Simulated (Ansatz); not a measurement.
Relaxation of AlF2H6NO2 (12 atoms, charge 0, multiplicity 1), to a largest force component of 0.03 eV/Å in at most 50 steps.

Method: RKS LDA/def2-SVP (Ansatz).

```xyz
12
Properties=species:S:1:pos:R:3
Al -1.135 -0.979 0.568
N -1.552 0.827 0.453
F -1.923 -2.067 -0.386
F -0.076 -1.467 1.753
H 2.052 -0.436 -0.370
O 1.849 -1.391 -0.334
H 0.385 1.524 -0.589
O 1.285 1.601 -0.965
H -2.342 1.159 -0.109
H -1.377 1.440 1.256
H 1.675 -1.549 0.620
H 1.160 1.337 -1.897
```

Task: Where does it end, and by what steps?

Result: The forces met the threshold. After 19 steps the energy has fallen by 2.727 eV; H5 moved furthest, 1.04 Å. Parted: H5–O6, H7–O8. Joined: Al1–O6, N2–H7, H5–O8.

| step | energy less start (eV) | largest force component (eV/Å) | accepted |
| --- | --- | --- | --- |
| 0 | 0.0000 | 1.717 | yes |
| 1 | -0.4175 | 1.014 | yes |
| 2 | -0.8102 | 2.094 | yes |
| 3 | -1.3860 | 1.917 | yes |
| 4 | -1.8626 | 1.158 | yes |
| 5 | -2.1511 | 0.717 | yes |
| 6 | -2.2773 | 0.457 | yes |
| 7 | -2.3312 | 0.405 | yes |
| 8 | -2.4043 | 1.695 | yes |
| 9 | -2.3129 | 4.430 | no |
| 10 | -2.5396 | 0.869 | yes |
| 11 | -2.6441 | 0.430 | yes |
| 12 | -2.6910 | 0.458 | yes |
| 13 | -2.6557 | 0.720 | no |
| 14 | -2.7227 | 0.138 | yes |
| 15 | -2.7244 | 0.155 | yes |
| 16 | -2.7255 | 0.209 | yes |
| 17 | -2.7216 | 0.467 | no |
| 18 | -2.7266 | 0.037 | yes |
| 19 | -2.7268 | 0.016 | yes |

```xyz
12
Properties=species:S:1:pos:R:3
Al -0.520 -1.081 0.554
N -0.982 0.785 0.304
F -1.581 -1.885 -0.452
F -0.667 -1.406 2.184
H 1.439 0.367 -0.604
O 1.133 -1.016 -0.021
H -0.141 1.204 -0.267
O 1.252 1.319 -0.945
H -1.861 0.888 -0.225
H -1.081 1.293 1.196
H 1.793 -1.696 0.190
H 1.216 1.227 -1.916
```

Time of the run: 39 s on 2 threads of Intel(R) Xeon(R) Platinum 8259CL CPU @ 2.50GHz (Skylake/Cascade Lake) (shared host), peak memory 0.17 GiB.
